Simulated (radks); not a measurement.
Spherical quantum dot in the effective-mass picture: electrons in a hard-walled sphere of radius 2.62, with a point charge +2 (a donor) at the centre, all in effective atomic units (hartree* = m*/eps^2 hartree, bohr* = eps/m* bohr), one dielectric constant everywhere. Calculated with a radial shooting solver with Libxc functionals: non-relativistic Kohn-Sham, PBEsol, spin-polarised, spherical densities. Levels are named by radial order and angular momentum (1s, 1p, 1d, 2s, ...), and open shells are averaged over m.

N = 27, configuration 1s2 1p6 1d10 2s2 1f(up 7, down 0). This is the lowest configuration that the search found. Occupied and some empty levels:

level,occupation,eigenvalue (hartree*),<r> (bohr*)
1s up,1,12.894,1.532
1s down,1,12.980,1.492
1p up,3,13.421,1.779
1p down,3,13.535,1.769
1d up,5,14.128,1.860
1d down,5,14.250,1.855
2s up,1,14.362,1.035
2s down,1,14.404,1.065
1f up,7,15.063,1.919
1f down,0,15.191,1.916
1g up,0,16.212,1.966
1g down,0,16.344,1.965
2p up,0,16.493,1.320
2p down,0,16.545,1.319
2d up,0,18.171,1.475
2d down,0,18.239,1.473

Energy (hartree*): total 202.571, kinetic 71.060, external -36.376, Hartree 185.76, exchange-correlation -17.875.
